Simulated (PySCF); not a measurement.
## Löwdin shares of the frontier orbitals

Species: C8H6N2.
Cartesian coordinates in Å at the GFN2-xTB level; atoms count from 1:
```
atom  x, y, z in Å
C1    -2.7260   -0.2380   -0.4176
N2    -1.7798   -0.8164    0.1658
C3    -0.4487   -0.4936    0.0517
C4     0.4764   -1.5064   -0.2057
C5     1.8278   -1.2310   -0.2350
C6     2.2937    0.0528    0.0227
C7     1.3992    1.0649    0.3026
C8     0.0277    0.8076    0.3083
C9    -0.8744    1.8545    0.5938
N10   -1.5960    2.7178    0.8198
H11   -3.7339   -0.5496   -0.1834
H12   -2.6071    0.5475   -1.1675
H13    0.1074   -2.5022   -0.3969
H14    2.5286   -2.0234   -0.4509
H15    3.3531    0.2579    0.0116
H16    1.7443    2.0665    0.5142
```

Computed, not measured: PySCF, TDDFT PBE0/def2-SVPD, vertical, gas phase, core orbitals frozen in the response.

Kohn–Sham orbitals with the atoms that hold most of them (Löwdin shares over 4%, at most four atoms; ? is withheld):

```json
{"orbital": "HOMO-3", "ε (eV)": "-9.73", "atoms": "N10 40%, C9 31%, N2 10%, C1 5%"}
{"orbital": "HOMO-2", "ε (eV)": "-8.78", "atoms": "N2 31%, C1 15%, C3 14%, C6 9%"}
{"orbital": "HOMO-1", "ε (eV)": "-7.91", "atoms": "?"}
{"orbital": "HOMO", "ε (eV)": "?", "atoms": "N2 28%, C6 14%, C3 12%, C8 8%"}
{"orbital": "LUMO", "ε (eV)": "-1.75", "atoms": "?"}
{"orbital": "LUMO+1", "ε (eV)": "-1.35", "atoms": "C7 16%, C4 15%, C5 12%, C1 10%"}
{"orbital": "LUMO+2", "ε (eV)": "-0.15", "atoms": "N2 19%, C1 15%, C3 14%, C6 11%"}
```

Question: Which atoms hold the LUMO, and with what shares?

Answer: C1 (bonded to N and 2 H) 18%; N2 (bonded to 2 C) 14%; C8 (bonded to 3 C) 11%; C3 (bonded to 2 C and N) 11%. By element: carbon 40% or more, nitrogen 14% or more.

Question: Which atoms hold the HOMO-1, and with what shares?

Answer: C4 (bonded to 2 C and H) 18%; C5 (bonded to 2 C and H) 18%; C7 (bonded to 2 C and H) 16%; C8 (bonded to 3 C) 15%.

Question: What is the HOMO energy, and the HOMO–LUMO gap?

Answer: ε(HOMO) = -7.02 eV; the gap is 5.27 eV (0.1938 hartree).

Question: How does S1 compare with the orbital gap of 5.27 eV?

Answer: S1 is at 4.07 eV (f = 0.064), 1.20 eV below the gap, made of HOMO→LUMO (74%), HOMO→LUMO+1 (13%). 

Question: One configuration dominates each of S1 and S2. Which, and how do the shares of the two leading atoms of either orbital change from the occupied to the empty one?

Answer: 
- S1 (4.07 eV, f 0.064), HOMO→LUMO (74%): N2 28% → 14%, C6 14% → at most 11%, C1 at most 9% → 18%
- S2 (4.54 eV, f 0.028), HOMO→LUMO+1 (70%): N2 28% → at most 11%, C6 14% → at most 11%, C7 at most 9% → 16%, C4 at most 9% → 15%

One conformer stands for the species.
